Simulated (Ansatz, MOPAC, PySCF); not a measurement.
Species: CH₂Cl, charge 1, multiplicity 1. SMILES of the parent species: Cl[CH2]
Structure (B3LYP-D3(BJ)/def2-TZVP (Ansatz, an electronic-structure program) minimum search):
```xyz
4

C     -1.0411     0.0044    -0.0059
Cl     0.5527    -0.0023     0.0031
H     -1.5701     0.9565    -0.0356
H     -1.5783    -0.9433     0.0178
```
Charge +1, spin multiplicity 1.

Unscaled harmonic wavenumbers (cm⁻¹) in rising order, each level at the stationary point that it reaches from this structure (no distance between atoms moves by over 0.3 Å); the order of modes can differ between levels, and a negative number is imaginary. B3LYP-D3(BJ)/def2-TZVP (PySCF, at the structure above): 1047, 1047, 1153, 1476, 3083, 3217.

PM3 (MOPAC): 979, 1094, 1184, 1357, 2991, 3047. Zero-point energy 15.2 against 15.8 kcal/mol; where all levels lie over 400 cm⁻¹, the wavenumbers are on average 0.974 times those of B3LYP-D3(BJ)/def2-TZVP.

PM6 (MOPAC): 927, 1011, 1105, 1254, 2547, 2609. Zero-point energy 13.5 against 15.8 kcal/mol; where all levels lie over 400 cm⁻¹, the wavenumbers are on average 0.883 times those of B3LYP-D3(BJ)/def2-TZVP.

B3LYP/6-31G* (Ansatz): 1046, 1071, 1156, 1502, 3125, 3262. Zero-point energy 16.0 against 15.8 kcal/mol; where all levels lie over 400 cm⁻¹, the wavenumbers are on average 1.012 times those of B3LYP-D3(BJ)/def2-TZVP.
